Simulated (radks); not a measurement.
The numbers below are computed, except where a source is named.
All-electron atom: neutral rhenium in [Xe] 4f14 5d5 6s2. Level of theory: scalar-relativistic Kohn-Sham, LDA (Slater exchange, Perdew-Wang correlation), spin-polarised, spherical densities, point nucleus; open shells are filled with parallel spins first (spin-orbit coupling, left out, can overturn this in heavy ions) (a radial shooting solver on a logarithmic mesh with Libxc functionals).

Normalised radial functions P(r) = r R(r), r in bohr:

r           5d up  6s down  5d down
0.003279   0.0001   0.0428   0.0001
0.005299   0.0005   0.0526   0.0005
0.008496   0.0016   0.0552   0.0016
0.01373    0.0057   0.0399   0.0055
0.02219    0.0186  -0.0044   0.0180
0.03557    0.0531  -0.0654   0.0516
0.05749    0.1276  -0.0804   0.1241
0.0929     0.2196   0.0259   0.2135
0.1489     0.1866   0.1240   0.1812
0.2407    -0.1166  -0.0475  -0.1136
0.389     -0.3501  -0.1608  -0.3400
0.6236     0.0134   0.1726   0.0154
1.008      0.6203   0.2054   0.6027
1.629      0.7618  -0.3321   0.7331
2.611      0.4743  -0.6223   0.4816
4.22       0.1631  -0.4179   0.2046
6.819      0.0259  -0.1149   0.0483
10.93      0.0014  -0.0102   0.0047

5d up: eigenvalue -6.497 eV, 2 radial nodes at r = 0.207, 0.617 bohr, <r> = 1.90 bohr, 90 % of the charge inside 3.02 bohr. 6s down: eigenvalue -5.173 eV, 5 radial nodes at r = 0.0214, 0.0855, 0.221, 0.506, 1.24 bohr, <r> = 3.22 bohr, 90 % of the charge inside 4.84 bohr. 5d down (empty): eigenvalue -3.856 eV, 2 radial nodes at r = 0.207, 0.616 bohr, <r> = 2.03 bohr, 90 % of the charge inside 3.34 bohr.
